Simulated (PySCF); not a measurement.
Fill in the blanks.

Species: C5H7N2 (charge -1).
Numbering: `[CH3:1][NH:2][c:3]1[cH:4][cH:5][n-:6][cH:7]1` (hydrogens: H8, H9, H10 on C1; H11 on N2; H12 on C4; H13 on C5; H14 on C7)

Cartesian coordinates in Å at the GFN2-xTB level; atoms count from 1:
```xyz
14
C5H7N2 angstrom
C     -2.074    0.163   -0.281
N     -1.123    0.174    0.813
C      0.241   -0.003    0.385
C      0.996    0.866   -0.419
C      2.243    0.271   -0.517
N      2.315   -0.889    0.163
C      1.086   -1.053    0.701
H     -1.813    0.966   -0.970
H     -2.094   -0.780   -0.857
H     -3.083    0.349    0.105
H     -1.340   -0.586    1.457
H      0.673    1.797   -0.866
H      3.108    0.639   -1.059
H      0.863   -1.916    1.322
```

```csv
property,level,value
point group of the GFN2-xTB geometry,GFN2-xTB,?
"rotational constants A, B, C of the GFN2-xTB geometry",GFN2-xTB,?
HOMO energy,PBE0/pcSseg-1,?
LUMO energy,PBE0/pcSseg-1,?
13C chemical shifts (computed TMS as zero) by class,GIAO PBE0/pcSseg-1,"137.2 (C3), 127.4 (C5), 116.2 (C7), 92.5 (C4), 45.0 (C1) ppm"
1H chemical shifts (computed TMS as zero) by class,GIAO PBE0/pcSseg-1,?
"isotropic shieldings of nuclei other than C and H, by class",GIAO PBE0/pcSseg-1,?
```

Gas-phase values; electronic properties from PySCF, density fitting. Isolated species at its GFN2-xTB geometry (one conformer only). NMR classes are plain means over equivalent atoms (diastereotopic ones count apart unless rotation or inversion swaps them), as if these changed places fast; in this geometry the members of some classes differ. The HOMO energy is positive, so at this level the finite basis confines the outermost electrons. No diffuse functions stand in pcSseg-1, which bears on an anion's orbital energies.

Problem. What are the isotropic shieldings of nuclei other than C and H, by class?

Solution. -20 (N6), 211 (N2) ppm.

Problem. The HOMO energy?

Solution. 0.08 eV.

Problem. Give the rotational constants A, B, C of the GFN2-xTB geometry.

Solution. 7.312, 1.958, 1.660 GHz.

Problem. Give the point group of the GFN2-xTB geometry.

Solution. C1.

Problem. What are the 1H chemical shifts (computed TMS as zero) by class?

Solution. 6.43 (H13), 6.31 (H14), 5.47 (H12), 2.66 (H8/H9/H10), 1.08 (H11) ppm.

Problem. What is the LUMO energy?

Solution. 5.25 eV.

With B = h/(8π²I), that is 505.379 GHz u Å² over I, the principal moments of inertia are 69.1, 258.1 and 304.5 u Å² (most abundant isotopes). The rotational constants make it an asymmetric top with κ = (2B − A − C)/(A − C) = -0.89, nearer the prolate limit (−1).

For the NMR shielding job (PBE0/pcSseg-1), the run took 15 s of wall time on an Arm Neoverse V1 with one thread, shared host with 64 logical CPUs at a one-minute load of 15, and the process peaked at 0.77 GiB of memory.
